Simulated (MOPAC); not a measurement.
MOPAC input (AM1):

```
AM1 PRECISE GNORM=0.05 LET XYZ CHARGE=-1 GEO-OK AUX(PRECISION=9) THREADS=1
HS2

S     0.99284409 1   -0.46476956 1    0.00704070 1
S    -0.88384757 1    0.49897825 1   -0.00585391 1
H    -1.74394422 1   -0.54733919 1   -0.01898866 1
```

From the last part of the output:

```
                                                       MOPAC v23.2.5 Linux

          FINAL HEAT OF FORMATION =        -19.73654 KCAL/MOL =     -82.57768 KJ/MOL

          COSMO AREA              =         87.02 SQUARE ANGSTROMS
          COSMO VOLUME            =         71.52 CUBIC ANGSTROMS

          GRADIENT NORM           =          0.03524          =       0.02035 PER ATOM
          IONIZATION POTENTIAL    =          2.206771 EV
          HOMO LUMO ENERGIES (EV) =         -2.207  4.773
          NO. OF FILLED LEVELS    =          7
          MOLECULAR WEIGHT        =         65.1279         POINT GROUP:  Cs

          MOLECULAR DIMENSIONS (Angstroms)

            Atom       Atom       Distance
            H     3    S     1     2.62759
            S     2    H     3     1.01472
            H     3    S     1     0.00000

          SCF CALCULATIONS        =          8

   ATOM   CHEMICAL          X               Y               Z
  NUMBER   SYMBOL      (ANGSTROMS)     (ANGSTROMS)     (ANGSTROMS)

     1       S          0.95822389  *  -0.45524455  *   0.00676275  *
     2       S         -0.86280907  *   0.49085304  *  -0.00569635  *
     3       H         -1.66734454  *  -0.55523394  *  -0.01830968  *

                             CARTESIAN COORDINATES

   1    S        0.958223894    -0.455244550     0.006762751
   2    S       -0.862809067     0.490853037    -0.005696349
   3    H       -1.667344540    -0.555233936    -0.018309682

           Empirical Formula: H S2  =     3 atoms

      MOLECULAR POINT GROUP   :   Cs

                  EIGENVALUES
 -14.27655 -11.37839  -8.26796  -6.40720  -5.56919  -3.08185  -2.20677   4.77304
   6.45550

              NET ATOMIC CHARGES AND DIPOLE CONTRIBUTIONS

  ATOM NO.   TYPE          CHARGE      No. of ELECS.   s-Pop       p-Pop
    1          S          -0.860105        6.8601     1.95585     4.90426
    2          S          -0.096325        6.0963     1.86959     4.22674
    3          H          -0.043570        1.0436     1.04357
 DIPOLE           X         Y         Z       TOTAL
 POINT-CHG.    -3.109     1.813    -0.020     3.599
 HYBRID        -0.482    -1.045    -0.010     1.150
 SUM           -3.590     0.768    -0.030     3.672

          ATOMIC ORBITAL ELECTRON POPULATIONS

     Atom    s        px        py        pz
    1  S   1.95585   1.13565   1.76866   1.99995
    2  S   1.86959   1.09621   1.13063   1.99990
    3  H   1.04357

 **********************
 *                    *
 * JOB ENDED NORMALLY *
 *                    *
 **********************

 == MOPAC DONE ==
```

The dipole moment of an ion depends on the origin.
